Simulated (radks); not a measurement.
Results of a calculation; reference values are marked as such.
Q: These are the eigenvalues of the occupied orbitals of an atom or ion with whole-number occupations (hartree). Level of theory: scalar-relativistic Kohn-Sham, PBEsol, spin-polarised, spherical densities, point nucleus (a radial shooting solver on a logarithmic mesh with Libxc functionals).

orbital  eigenvalue
1s        -1262.583
2s        -196.5062
2p        -176.3480
3s        -40.18461
3p        -33.67531
3d        -24.01706
4s         -7.24599
4p         -5.18407
4d         -2.17973
5s         -0.72691
5p         -0.30292

Which element is it, and in what charge state? The configuration may be excited. Open shells, if any, are filled with parallel spins first.

A: Z = 54, xenon, charge 0: Xe in [Xe]. The list shows which subshells hold electrons but not how many an open one holds; the 1s level, -1262.6 hartree, gives Z - s = 50.3 by -(Z - s)^2/2, which with screening and relativity narrows Z to a few neighbours, and the depths of the outer levels then fix element, charge and occupations together.
